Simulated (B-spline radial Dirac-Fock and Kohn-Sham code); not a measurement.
Electron momentum distribution of Ti⁺: Compton profiles

System: the Ti⁺ ion, configuration [Ar] 3d2 4s1, inside a Watson sphere of charge -1 and radius 3 Å (a model of the Madelung potential; inside it an electron's potential energy is raised by 4.8 eV).

Calculated with a radial atomic solver, using the impulse approximation on Dirac-Fock densities. pz is in atomic units of momentum; subshell profiles are per electron, for a selection of subshells; open shells are spread over both j values by their weights.

```tsv
pz	J total	J 2s1/2	J 2p1/2	J 3s1/2	J 4s1/2
0	5.463	0.154	0.0791	0.439	1.50
0.1	5.325	0.154	0.0791	0.435	1.37
0.2	4.979	0.153	0.0791	0.424	1.04
0.3	4.571	0.152	0.0791	0.407	0.676
0.4	4.216	0.151	0.0791	0.384	0.380
0.5	3.950	0.150	0.0791	0.356	0.192
0.6	3.756	0.149	0.0791	0.325	0.0975
0.8	3.447	0.145	0.0790	0.259	0.0493
1	3.119	0.140	0.0789	0.195	0.0477
1.2	2.753	0.134	0.0788	0.139	0.0408
1.4	2.382	0.128	0.0785	0.0958	0.0290
1.6	2.041	0.121	0.0781	0.0644	0.0184
1.8	1.745	0.114	0.0775	0.0435	0.0108
2	1.499	0.106	0.0768	0.0309	0.00623
2.5	1.075	0.0866	0.0742	0.0200	0.00200
3	0.8383	0.0682	0.0705	0.0193	0.00148
4	0.5952	0.0382	0.0601	0.0157	0.00131
5	0.4472	0.0193	0.0479	0.00884	0.000766
7	0.2511	0.00501	0.0264	0.00165	0.000141
10	0.1127	0.00307	0.00919	0.000403	2.98e-05
15	0.03961	0.00222	0.00160	0.000311	2.30e-05
20	0.01692	0.00107	0.000339	0.000149	1.11e-05
30	0.003924	0.000226	2.73e-05	3.06e-05	2.26e-06
40	0.001133	5.88e-05	3.90e-06	7.79e-06	< 1e-6
60	0.0001572	7.28e-06	< 1e-6	< 1e-6	< 1e-6
100	1.082e-05	< 1e-6	< 1e-6	< 1e-6	< 1e-6
```

J(0) = 5.463. The 4s1/2 subshell gives the largest part, 27 %.

Mean momentum ⟨p⟩ by subshell (a.u.): 1s1/2 18.5, 2s1/2 5.96, 2p1/2 8.01, 2p3/2 7.93, 3s1/2 2.32, 3p1/2 2.64, 3p3/2 2.62, 3d3/2 2.44, 3d5/2 2.43, 4s1/2 0.649.
